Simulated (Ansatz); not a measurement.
`NB(O)C=O` and `NCB(N)O` differ in one atom or group.

Ansatz, PBE0-D4/def2-TZVP geometries, multiplicity 1. Each molecule was computed in one conformer, which needn't be the lowest.

```
                                          property  `NB(O)C=O`
                 HOMO energy (PBE/def2-TZVPP) / eV       -5.30
size of the dipole moment (ωB97M-V/def2-TZVPP) / D        3.68
  size of the dipole moment (B3LYP/def2-TZVPP) / D        3.69
               HOMO–LUMO gap (PBE/def2-TZVPP) / eV        2.75
             HOMO energy (ωB97M-V/def2-TZVPP) / eV       -9.31
                LUMO energy (PBE0/def2-TZVPP) / eV       -1.46
```

Q: Give the same properties after the change, and the shifts. (Estimate.)

A: The calculation gave: 
```tsv
property	`NCB(N)O`	shift
HOMO energy (PBE/def2-TZVPP) / eV	-5.62	-0.32
size of the dipole moment (ωB97M-V/def2-TZVPP) / D	2.42	-1.26
size of the dipole moment (B3LYP/def2-TZVPP) / D	2.42	-1.27
HOMO–LUMO gap (PBE/def2-TZVPP) / eV	5.59	2.84
HOMO energy (ωB97M-V/def2-TZVPP) / eV	-9.50	-0.19
LUMO energy (PBE0/def2-TZVPP) / eV	0.77	2.23
```

With PBE0 the HOMO falls by 0.19 eV and the LUMO rises by 2.23 eV, so the gap widens by about 2.42 eV. PBE moves the HOMO by -0.32 eV and ωB97M-V by -0.19 eV. Dipoles are sizes alone; their direction can turn.

B3LYP here is the variant with VWN-RPA as its local correlation; programs differ in this.
